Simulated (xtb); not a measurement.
xtb input:

```bash
xtb mol.xyz --gfn 1 --sp --chrg -1 --uhf 0
```
mol.xyz:
```
13

Si    -0.13787063    -0.07998322     0.00730338
F      0.25878282    -0.10208609    -1.62908327
C     -1.59006674    -0.84013768     0.61141655
C      1.46419382    -0.83553323     0.70827019
C     -0.08787494     1.80223066     0.29642646
H     -1.64825189    -1.91985398     0.74007185
H     -2.56315789    -0.36495765     0.49730019
H      1.43511707    -1.92573711     0.61440985
H      1.57671761    -0.59988683     1.76952098
H      2.35199730    -0.47874324     0.17610715
H      0.02786011     2.03241948     1.35852935
H     -1.02573828     2.25652306    -0.03858175
H      0.72908652     2.27941771    -0.25453462
```

Task: Predict the final energy.

Result: -17.90772 Eh (GFN1-xTB).

It need not be the lowest isomer of its formula. Whether it binds its extra electron was not tested at this geometry.
